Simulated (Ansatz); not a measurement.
## What SiNH2Cl2 (SMILES [NH][SiH](Cl)Cl) costs in Ansatz

SiNH2Cl2 has 6 atoms, charge 0, and is taken as a doublet. As SMILES, `[NH][SiH](Cl)Cl`. The coordinates come from a PBE0-D4/def2-TZVP relaxation. This is one conformer, not always the lowest.

```xyz
6

N     1.4037   -0.2155   -0.1636
Si   -0.2410    0.0419    0.3208
Cl   -0.9123    1.7912   -0.4925
Cl   -1.3824   -1.5273   -0.3172
H     1.5206   -0.2883   -1.1769
H    -0.3464    0.1339    1.7832
```

Program: Ansatz 0.2.0. Hardware: 1 thread of Arm Neoverse V1, shared host, so times are rough. Ansatz fits the integrals of SCF and DFT runs by default. Its times include its search for lower SCF states.

(1) Estimate their order by wall time, quickest first.
A. energy at ROCCSDT/ANO-RCC-MB (density fitting with def2-universal-jkfit, cc-pVDZ-rifit for correlation), 16 core orbitals frozen
B. gradient at UHF/STO-3G
C. gradient at UHF/6-31+G* (spherical functions)

Answers

(1) B (1.1 s), A (3.9 s), C (12 s).
